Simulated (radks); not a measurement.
Values are calculated unless marked as measured or tabulated.
Initial-state core-level shifts of the titanium ion Ti2+ when its valence configuration changes from [Ar] 3d2. Code: a radial shooting solver on a logarithmic mesh with Libxc functionals. Model: Dirac Kohn-Sham, PBE, spin-unpolarised, spherical densities, finite nucleus; open shells are shared between the two j in proportion to 2j + 1; Fermi nuclear charge, rms radius 3.5921 fm. Shifts are changes of the shell-averaged eigenvalues in eV (positive: less bound); the change of the density at the nucleus, which sets a Mossbauer isomer shift, is in e/bohr^3, on a base of 8492.

\begin{tabular}{lrrrrr}
valence & 1s & 2s & 2p & 3p & density at nucleus \\ \hline
3d1 4s1 & -6.519 & -7.550 & -7.461 & -5.955 & +7.8025 \\
3d1 4p1 & -7.667 & -8.693 & -8.600 & -7.065 & +1.7750 \\
3d1.5 4s0.5 & -3.097 & -3.582 & -3.539 & -2.872 & +3.6432 \\
3d1.5 4p0.5 & -3.681 & -4.159 & -4.114 & -3.440 & +0.8021 \\
3d1 4s0.5 4p0.5 & -7.095 & -8.123 & -8.032 & -6.513 & +4.8073 \\
4p2 & -16.428 & -18.750 & -18.546 & -14.697 & +4.2259 \\
3d0.5 4p1.5 & -11.924 & -13.567 & -13.420 & -10.828 & +2.9191 \\
4s1.5 4p0.5 & -14.808 & -17.111 & -16.918 & -13.150 & +14.4926 \\
4s1 4p1 & -15.353 & -17.662 & -17.466 & -13.671 & +11.1063 \\
\end{tabular}
